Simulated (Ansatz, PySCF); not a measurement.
System: C$_{2}$H$_{6}$BO$_{2}$, charge 0, multiplicity 2. It need not be the lowest isomer of its formula. 
Structure (B3LYP-D3(BJ)/def2-TZVP (Ansatz, a first-principles code) minimum search):
SMILES: CO[B]OC
```xyz
11

B      0.1831     0.7083     0.3155
O      0.7904    -0.4227    -0.1007
C      2.2011    -0.6193    -0.0461
O     -1.1412     0.9059     0.2697
C     -2.0333    -0.1011    -0.2404
H      2.7045     0.2543     0.3700
H      2.5670    -0.8051    -1.0561
H      2.4082    -1.4908     0.5753
H     -1.7972    -0.3281    -1.2805
H     -1.9559    -1.0139     0.3513
H     -3.0419     0.2994    -0.1702
```
Charge 0, spin multiplicity 2.

Dipole moments at this geometry, in debye (magnitudes).

```json
[
 {"level": "HF/def2-TZVPD", "program": "PySCF", "dipole (D)": "1.84"},
 {"level": "PBE0/def2-TZVPD", "program": "PySCF", "dipole (D)": "1.88"},
 {"level": "r2SCANh/def2-TZVPD", "program": "Ansatz", "dipole (D)": "1.87"},
 {"level": "M06-2X/def2-TZVPD", "program": "PySCF", "dipole (D)": "1.84"},
 {"level": "CAM-B3LYP/def2-TZVPD", "program": "Ansatz", "dipole (D)": "1.90"},
 {"level": "CCSD(T)/aug-cc-pVDZ", "program": "Ansatz", "dipole (D)": "1.91"}
]
```
